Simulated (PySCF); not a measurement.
## Worked example: dipole moment from atomic charges

C3H3N2, SMILES [c]1ncc[nH]1, multiplicity 2. Atoms are numbered in the order given.

```xyz
8

C     -1.1716    -0.1186     0.0000
N     -0.6622     1.0584     0.0000
C      0.7178     0.8833     0.0000
C      1.0070    -0.4715     0.0000
N     -0.2350    -1.1081     0.0000
H      1.4138     1.7308     0.0000
H      1.9507    -1.0279     0.0000
H     -0.4029    -2.1140     0.0000
```
Charge 0, spin multiplicity 2.

Geometry: PBE-D3(BJ)/def2-SVP. The isomer is the one that the SMILES or the coordinates give; other isomers of the formula were not compared.

Charges (e) from PBE/def2-TZVP (PySCF):

```tsv
atom	Mulliken	ESP fit
C1	0.070	0.020
N2	-0.179	-0.323
C3	-0.109	0.118
C4	-0.092	-0.378
N5	-0.181	-0.018
H6	0.126	0.106
H7	0.133	0.206
H8	0.233	0.270
```

The dipole moment of the full density is 3.53 D.

What dipole moment does each set of point charges give, and which comes closer to that of the density?


μ = Σ q r, and 1 e Å = 4.8032 D.
Mulliken: Σ q r = (0.252, -0.461, 0.000) e Å, |μ| = 2.52 D.
ESP fit: Σ q r = (0.342, -0.641, 0.000) e Å, |μ| = 3.49 D.
ESP fit comes closer in size. Point charges leave out the atoms' own dipoles (lone pairs, polarised bonds); fits to the potential absorb them, partitions of the density don't.
